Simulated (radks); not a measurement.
The numbers below are computed, except where a source is named.
How relativity changes the ionisation of the cadmium ion Cd+ ([Kr] 4d10 5s1) to Cd2+ ([Kr] 4d10). Spin-unpolarised spherical Kohn-Sham, PBEsol, point nucleus unless stated (finite: rms radius 4.6087 fm), a radial shooting solver on a logarithmic mesh with Libxc functionals. A level marked "c x" has the speed of light scaled by that factor.

| level | E(Cd+) (hartree) | E(Cd2+) (hartree) | IE (eV) | HOMO | <r> HOMO (bohr) |
|---|---|---|---|---|---|
| non-rel. | -5464.28209 | -5463.68627 | 16.213 | 5s | 2.742 |
| scalar-rel. | -5591.70875 | -5591.08046 | 17.097 | 5s | 2.633 |
| scalar-rel., finite nucleus | -5591.58266 | -5590.95439 | 17.096 | 5s | 2.633 |
| Dirac | -5593.08863 | -5592.46030 | 17.098 | 5s1/2 | 2.633 |
| Dirac, finite nucleus | -5592.96220 | -5592.33389 | 17.097 | 5s1/2 | 2.633 |
| Dirac, c x 1.25 | -5544.87475 | -5544.25885 | 16.760 | 5s1/2 | 2.673 |
| Dirac, c x 2 | -5495.02968 | -5494.42630 | 16.419 | 5s1/2 | 2.715 |
| Dirac, c x 5 | -5469.14139 | -5468.54439 | 16.245 | 5s1/2 | 2.738 |

NIST Atomic Spectra Database: 16.908 eV (measured). The relativistic part of the total energy of Cd+ is -128.7 hartree (Dirac, finite nucleus), 2.4 % of the non-relativistic value. Spin polarisation and multiplet splitting of open shells are left out at every level.

Beside tabulated values, note that relativity, absent from the non-relativistic runs, is large for the heavy elements, and spin-unpolarised runs miss the spin-polarisation part of the exchange energy of open shells.
